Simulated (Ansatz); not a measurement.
Cl₂S₂W, SMILES `[S]=[W](=[S])([Cl])[Cl]`. Charge 0, multiplicity 1. W: def2 effective core potential. All single points use the PBE0-D4/def2-TZVP geometry.

```xyz
5

S    -1.901    0.080    0.911
W     0.000    0.000    0.000
S     0.734   -1.969    0.185
Cl   -0.215    0.495   -2.176
Cl    1.383    1.395    1.080
```

Q: What is the dipole moment at r2SCAN/def2-TZVPP? (Estimate.)

A: Computed: 0.85 D, with components (0.40, 0.65, -0.38) D in this frame, pointing from negative to positive charge.

Q: And with PBE, B3LYP, ωB97M-V? (Estimate.)

A: The calculation gave: PBE 0.83 D, B3LYP 0.74 D, ωB97M-V 0.66 D.

Q: Give the Mulliken charges with r2SCAN, B3LYP, ωB97M-V in def2-TZVPP. (Estimate.)

A: Ansatz gave: 
```tsv
atom	r2SCAN	B3LYP	ωB97M-V
S1	-0.16	-0.14	-0.10
W2	0.67	0.63	0.51
S3	-0.16	-0.14	-0.10
Cl4	-0.18	-0.18	-0.15
Cl5	-0.18	-0.18	-0.15
```

B3LYP here is the variant with VWN-RPA as its local correlation; programs differ in this.
